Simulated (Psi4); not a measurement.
digermane (H6Ge2), singlet, geometry from GFN2-xTB. Base run: HF/6-31G (Psi4 1.11).

Here is a job for Psi4.
```
memory 2 GB

molecule {
0 1
Ge   -1.17547558    0.12031447   -0.01616232
Ge    1.17547558   -0.12031447    0.01616232
H    -1.83910444   -0.70892524   -1.07255537
H    -1.62122062    1.52722241   -0.27292961
H    -1.82715328   -0.27710333    1.27278427
H     1.62480881   -1.45976226    0.51414555
H     1.85937790    0.88294663    0.89351790
H     1.80329164    0.03562178   -1.33496274
}

set {
  basis 6-31g
}

energy('scf')
print_variables()
```

Each row names what was changed in the base input (with any setting that the change needs).

| change | ΔE vs base (mEh) | point group used | SCF cycles |
|---|---|---|---|
| base | 0.000 | c1 | 7 |
| molecule keys = symmetry c1, no_reorient, no_com | 0.000 | c1 | 7 |
| molecule keys = symmetry c1 | 0.000 | c1 | 7 |
| jitter_ang = 0.002 | 0.125 | c1 | 7 |
| molecule keys = no_reorient | 0.000 | c1 | 7 |
